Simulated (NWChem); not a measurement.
Program: NWChem. System: BeO, charge 0, spin multiplicity 1, at a geometry optimised with B3LYP/def2-SVP. The structure started from a generated list of species. Level: G0W0@PBE/def2-SVPD, RI basis def2-svpd-rifit.

Input file:

```
start mol
memory heap 200 mb stack 700 mb global 1700 mb
geometry units angstroms nocenter noautoz
  Be     0.000000     0.000000     0.892633
  O      0.000000     0.000000    -0.446316
  symmetry group C2v
end
basis spherical
  * library def2-svpd
end
basis "ri basis" bse spherical
  * library def2-svpd-rifit
end
dft
  xc xpbe96 cpbe96
  iterations 100
  direct
  tolerances tight
end
task dft energy
gw
  states alpha occ 4 vir 2
end
task dft gw
```

Part of the output:

```
             Northwest Computational Chemistry Package (NWChem) 7.3.0
             --------------------------------------------------------

                                NWChem Input Module
                                -------------------

 Scaling coordinates for geometry "geometry" by  1.889725989
 (inverse scale =  0.529177249)

 Turning off AUTOSYM since
 SYMMETRY directive was detected!

                             Geometry "geometry" -> ""
                             -------------------------

 Output coordinates in angstroms (scale by  1.889725989 to convert to a.u.)

  No.       Tag          Charge          X              Y              Z
 ---- ---------------- ---------- -------------- -------------- --------------
    1 Be                   4.0000     0.00000000     0.00000000     0.89263300
    2 O                    8.0000     0.00000000     0.00000000    -0.44631600

 Effective nuclear repulsion energy (a.u.)      12.6469880242

            Nuclear Dipole moment (a.u.)
            ----------------------------
        X                 Y               Z
 ---------------- ---------------- ----------------
     0.0000000000     0.0000000000     0.0000075589

      Symmetry information
      --------------------

 Group name             C2v
 Group number             16
 Group order               4
 No. of unique centers     2

      Symmetry unique atoms

     1    2


 Summary of "ao basis" -> "" (spherical)
 ------------------------------------------------------------------------------
       Tag                 Description            Shells   Functions and Types
 ---------------- ------------------------------  ------  ---------------------
 *                         def2-svpd                  on all atoms

 new library libraries.bse/

 Summary of "ri basis" -> "" (spherical)
 ------------------------------------------------------------------------------
       Tag                 Description            Shells   Functions and Types
 ---------------- ------------------------------  ------  ---------------------
 *                      def2-svpd-rifit               on all atoms

  pbe96 is a nonlocal functional; adding pw91lda local functional.

                                 NWChem DFT Module
                                 -----------------

 Summary of "ao basis" -> "ao basis" (spherical)
 ------------------------------------------------------------------------------
       Tag                 Description            Shells   Functions and Types
 ---------------- ------------------------------  ------  ---------------------
 Be                        def2-svpd                 6       12   3s3p
 O                         def2-svpd                 9       23   4s3p2d

 Summary of "ao basis" -> "ao basis" (spherical)
 ------------------------------------------------------------------------------
       Tag                 Description            Shells   Functions and Types
 ---------------- ------------------------------  ------  ---------------------
 Be                        def2-svpd                 6       12   3s3p
 O                         def2-svpd                 9       23   4s3p2d

      Symmetry analysis of basis
      --------------------------

        a1         17
        a2          2
        b1          8
        b2          8

            General Information
            -------------------
          SCF calculation type: DFT
          Wavefunction type:  closed shell.
          No. of atoms     :     2
          No. of electrons :    12
           Alpha electrons :     6
            Beta electrons :     6
          Charge           :     0
          Spin multiplicity:     1
          Use of symmetry is: on ; symmetry adaption is: on
          Maximum number of iterations: 100
          This is a Direct SCF calculation.
          AO basis - number of functions:    35
                     number of shells:    15
          Convergence on energy requested:  1.00D-06
          Convergence on density requested:  1.00D-05
          Convergence on gradient requested:  5.00D-04

              XC Information
              --------------
          PerdewBurkeErnzerhof Exchange Functional  1.000
            Perdew 1991 LDA Correlation Functional  1.000 local
           PerdewBurkeErnz. Correlation Functional  1.000 non-local

             Grid Information
             ----------------
          Grid used for XC integration:  medium
          Radial quadrature: Mura-Knowles
          Angular quadrature: Lebedev.
          Tag              B.-S. Rad. Rad. Pts. Rad. Cut. Ang. Pts.
          ---              ---------- --------- --------- ---------
          Be                  1.05       49          10.0       434
          O                   0.60       49          10.0       434
          Grid pruning is: on
          Number of quadrature shells:    98
          Spatial weights used:  Erf1

          Convergence Information
          -----------------------
          Convergence aids based upon iterative change in
          total energy or number of iterations.
          Levelshifting, if invoked, occurs when the
          HOMO/LUMO gap drops below (HL_TOL):  1.00D-02
          DIIS, if invoked, will attempt to extrapolate
          using up to (NFOCK): 10 stored Fock matrices.

                    Damping( 0%)  Levelshifting(0.5)       DIIS
                  --------------- ------------------- ---------------
          dE  on:    start            ASAP                start
          dE off:    2 iters        100 iters           100 iters

      Screening Tolerance Information
[...]
   convergence    iter        energy       DeltaE   RMS-Dens  Diis-err    time
 ---------------- ----- ----------------- --------- --------- ---------  ------
 d= 0,ls=0.0,diis     1    -89.4805612339 -1.02D+02  9.60D-02  1.48D+00     0.1

 !! scf_movecs_sym_adapt:   10 vectors were symmetry contaminated

  Symmetry fudging

 !! scf_movecs_sym_adapt:    6 vectors were symmetry contaminated

 d= 0,ls=0.0,diis     2    -83.5213584053  5.96D+00  9.39D-02  2.19D+01     0.2

 !! scf_movecs_sym_adapt:    6 vectors were symmetry contaminated

  Symmetry fudging

 !! scf_movecs_sym_adapt:    2 vectors were symmetry contaminated

 d= 0,ls=0.0,diis     3    -89.6877757362 -6.17D+00  1.08D-02  1.87D-01     0.2

 !! scf_movecs_sym_adapt:    8 vectors were symmetry contaminated

  Symmetry fudging

 !! scf_movecs_sym_adapt:    2 vectors were symmetry contaminated

 d= 0,ls=0.0,diis     4    -89.7162104538 -2.84D-02  1.69D-03  3.44D-02     0.2

 !! scf_movecs_sym_adapt:    8 vectors were symmetry contaminated

  Symmetry fudging

 !! scf_movecs_sym_adapt:    2 vectors were symmetry contaminated

 d= 0,ls=0.0,diis     5    -89.7191105006 -2.90D-03  4.33D-04  9.17D-03     0.3

 !! scf_movecs_sym_adapt:    8 vectors were symmetry contaminated

  Symmetry fudging

 !! scf_movecs_sym_adapt:    2 vectors were symmetry contaminated

 d= 0,ls=0.0,diis     6    -89.7195161461 -4.06D-04  1.06D-03  5.12D-03     0.3

 !! scf_movecs_sym_adapt:    8 vectors were symmetry contaminated

  Symmetry fudging

 !! scf_movecs_sym_adapt:    2 vectors were symmetry contaminated

 d= 0,ls=0.0,diis     7    -89.7201162199 -6.00D-04  2.74D-04  3.34D-04     0.3

 !! scf_movecs_sym_adapt:    8 vectors were symmetry contaminated

  Symmetry fudging

 !! scf_movecs_sym_adapt:    2 vectors were symmetry contaminated

 d= 0,ls=0.0,diis     8    -89.7201546245 -3.84D-05  1.77D-05  6.28D-07     0.4

 !! scf_movecs_sym_adapt:    6 vectors were symmetry contaminated

  Symmetry fudging

 !! scf_movecs_sym_adapt:    2 vectors were symmetry contaminated

 d= 0,ls=0.0,diis     9    -89.7201547094 -8.49D-08  6.83D-06  1.49D-07     0.4

         Total DFT energy =      -89.720154709437
      One electron energy =     -148.487239505276
           Coulomb energy =       57.409069018316
    Exchange-Corr. energy =      -11.288972246659
 Nuclear repulsion energy =       12.646988024182

 Numeric. integr. density =       11.999999369444

     Total iterative time =      0.3s

                  Occupations of the irreducible representations
                  ----------------------------------------------

                     irrep           alpha         beta
                     --------     --------     --------
                     a1                4.0          4.0
                     a2                0.0          0.0
                     b1                1.0          1.0
                     b2                1.0          1.0

                       DFT Final Molecular Orbital Analysis
                       ------------------------------------

 Vector    4  Occ=2.000000D+00  E=-2.570517D-01  Symmetry=a1
              MO Center= -1.8D-15, -2.3D-15, -4.1D-01, r^2= 9.5D-01
   Bfn.  Coefficient  Atom+Function         Bfn.  Coefficient  Atom+Function
  ----- ------------  ---------------      ----- ------------  ---------------
    19      0.579369  2 O  pz                 2      0.468213  1 Be s
    16     -0.293914  2 O  s                 22      0.290258  2 O  pz
    15     -0.246507  2 O  s                  6      0.217114  1 Be pz
     1     -0.182127  1 Be s                 14     -0.152428  2 O  s
     3      0.143737  1 Be s                 13     -0.074493  2 O  s

 Vector    5  Occ=2.000000D+00  E=-2.308698D-01  Symmetry=b1
              MO Center=  3.1D-16,  4.2D-31, -1.9D-01, r^2= 1.1D+00
   Bfn.  Coefficient  Atom+Function         Bfn.  Coefficient  Atom+Function
  ----- ------------  ---------------      ----- ------------  ---------------
    17      0.561311  2 O  px                20      0.361477  2 O  px
     4     -0.297643  1 Be px                23      0.100836  2 O  px
    10      0.027201  1 Be px

 Vector    6  Occ=2.000000D+00  E=-2.308698D-01  Symmetry=b2
              MO Center=  9.9D-31,  7.7D-16, -1.9D-01, r^2= 1.1D+00
   Bfn.  Coefficient  Atom+Function         Bfn.  Coefficient  Atom+Function
  ----- ------------  ---------------      ----- ------------  ---------------
    18      0.561311  2 O  py                21      0.361477  2 O  py
     5     -0.297643  1 Be py                24      0.100836  2 O  py
    11      0.027201  1 Be py

 Vector    7  Occ=0.000000D+00  E=-1.793726D-01  Symmetry=a1
              MO Center= -8.1D-17,  8.6D-16,  1.5D+00, r^2= 2.2D+00
   Bfn.  Coefficient  Atom+Function         Bfn.  Coefficient  Atom+Function
  ----- ------------  ---------------      ----- ------------  ---------------
     6     -0.465682  1 Be pz                 2      0.432280  1 Be s
     3      0.335996  1 Be s                 19     -0.189898  2 O  pz
     9      0.185079  1 Be pz                 1     -0.180980  1 Be s
    16      0.104329  2 O  s                 22     -0.064489  2 O  pz
    15      0.048627  2 O  s                 14     -0.041775  2 O  s

 Vector    8  Occ=0.000000D+00  E=-2.500326D-02  Symmetry=b1
              MO Center= -2.8D-18, -1.3D-32,  1.1D+00, r^2= 5.5D+00
   Bfn.  Coefficient  Atom+Function         Bfn.  Coefficient  Atom+Function
  ----- ------------  ---------------      ----- ------------  ---------------
     7      0.666496  1 Be px                23     -0.494059  2 O  px
     4     -0.474845  1 Be px                10      0.411734  1 Be px
    17     -0.289882  2 O  px                20     -0.256347  2 O  px
    34      0.079166  2 O  d  1

 Vector    9  Occ=0.000000D+00  E=-2.500326D-02  Symmetry=b2
              MO Center=  8.3D-34, -9.6D-16,  1.1D+00, r^2= 5.5D+00
   Bfn.  Coefficient  Atom+Function         Bfn.  Coefficient  Atom+Function
  ----- ------------  ---------------      ----- ------------  ---------------
     8      0.666496  1 Be py                24     -0.494059  2 O  py
     5     -0.474845  1 Be py                11      0.411734  1 Be py
    18     -0.289882  2 O  py                21     -0.256347  2 O  py
    32     -0.079166  2 O  d -1

 center of mass
 --------------
 x =   0.00000000 y =   0.00000000 z =   0.06844801

 moments of inertia (a.u.)
 ------------------
          36.904068092135           0.000000000000           0.000000000000
           0.000000000000          36.904068092135           0.000000000000
           0.000000000000           0.000000000000           0.000000000000

     Multipole analysis of the density
     ---------------------------------

     L   x y z        total         alpha         beta         nuclear
     -   - - -        -----         -----         ----         -------
     0   0 0 0     -0.000000     -6.000000     -6.000000     12.000000

     1   1 0 0     -0.000000     -0.000000     -0.000000      0.000000
     1   0 1 0     -0.000000     -0.000000     -0.000000      0.000000
     1   0 0 1      2.368964      1.184478      1.184478      0.000008

     2   2 0 0     -8.083752     -4.041876     -4.041876      0.000000
     2   1 1 0     -0.000000     -0.000000     -0.000000      0.000000
     2   1 0 1      0.000000      0.000000      0.000000      0.000000
     2   0 2 0     -8.083752     -4.041876     -4.041876      0.000000
     2   0 1 1      0.000000      0.000000      0.000000      0.000000
     2   0 0 2     -3.167562    -10.119979    -10.119979     17.072396

 Task  times  cpu:        0.4s     wall:        0.4s

                                NWChem Input Module
                                -------------------

                                 NWChem GW Module
                                 ----------------

                             ***********************
                             ***        GW       ***
                             ***********************

 Summary of "ri basis" -> "ri basis" (spherical)
 ------------------------------------------------------------------------------
       Tag                 Description            Shells   Functions and Types
 ---------------- ------------------------------  ------  ---------------------
 Be                     def2-svpd-rifit             14       36   6s5p3d
 O                      def2-svpd-rifit             20       64   7s6p5d2f

                 Memory Information
                 ------------------
          Available GA per process is          1700.0 MBs
          Available stack per process is        700.0 MBs
          Available heap per process is           0.0 MBs

          Peak memory in Initialization
              Peak GA per process is                  0.3 MBs
              Peak stack per process is               0.0 MBs
              Peak heap per process is                0.3 MBs
              Memory not in MA per process            0.0 MBs

          Peak memory in AFF Calculation
              Peak GA per process is                  0.6 MBs
              Peak stack per process is               0.2 MBs
              Peak heap per process is                0.0 MBs
              Memory not in MA per process            0.2 MBs

          Computing 2-center integrals
          Computing Inverse Cholesky factor
          Computing 3-center integrals
          Computing V_xc ...

          Computing Sigma_x
          Computing RPA polarizability
          Solving quasiparticle equations

                  Alpha Orbitals
          State     Energy (eV)     Error (eV)
          -----------------------------------
@GW         3        -24.409           0.004
@GW         4         -8.921           0.004
@GW         5         -9.437           0.005
@GW         6         -9.438           0.002
@GW         7         -1.760           0.002
@GW         8          2.369           0.002

   Applying  -3.1561 eV scissor-shift to rest of particle states

   Applying   3.1213 eV scissor-shift to rest of hole states

     GW Timing Statistics
   ------------------------
   Init.   :          0.0s
     ERIs  :          0.0s
     Distr.:          0.0s
     Vxc   :          0.0s
   Sigma_x :          0.0s
   RPA     :          0.0s
   Wmn     :          0.0s
   Sigma_c :          0.0s
   GW total:          0.1s

 Task  times  cpu:        0.1s     wall:        0.1s

 Total times  cpu:        0.5s     wall:        0.5s
```
